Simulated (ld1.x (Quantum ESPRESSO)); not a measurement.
Configuration tests for As (TM)

- Element: arsenic (As)
- Generator: ld1.x (Quantum ESPRESSO) 7.5
- Type: norm-conserving Troullier–Martins (Kleinman–Bylander form)
- Functional: PBE
- Relativity: scalar-relativistic
- Frozen core: [Ar] 3d10
- Valence charge: 5
- Reference configuration: 4s2 4p3
- Partial waves: 4s (bound): rc 1.65 bohr; 4p (bound): rc 2.00 bohr; 4d channel at 0.1 Ry: rc 1.90 bohr
- Local potential: all-electron potential smoothed inside 1.75 bohr (lloc = -1)
- Core correction: none

Energies are relative to the spin-unpolarised reference configuration 4s2 4p3; without spin polarisation the order of configurations can differ from experiment.

| valence configuration | charge | ΔE all-electron (eV) | error AE − PS (meV) |
| --- | --- | --- | --- |
| 4s2 4p2 | +1 | 9.149 | -2.9 |
| 4s2 4p1 | +2 | 27.067 | -15 |
| 4s2 4p0 | +3 | 54.770 | -27 |
| 4s1 4p0 | +4 | 105.417 | +130 |
| 4s2 4p3.3 | -0.3 | -1.234 | +0.2 |

**Question.** What are ΔE and the potential's error for 4s0 4p5?

**Answer.** ΔE = 19.056 eV all-electron; the error (AE − PS) is +26 meV.

**Question.** What are ΔE and the potential's error for 4s1 4p4?

**Answer.** ΔE = 9.417 eV all-electron; the error (AE − PS) is +5.7 meV.
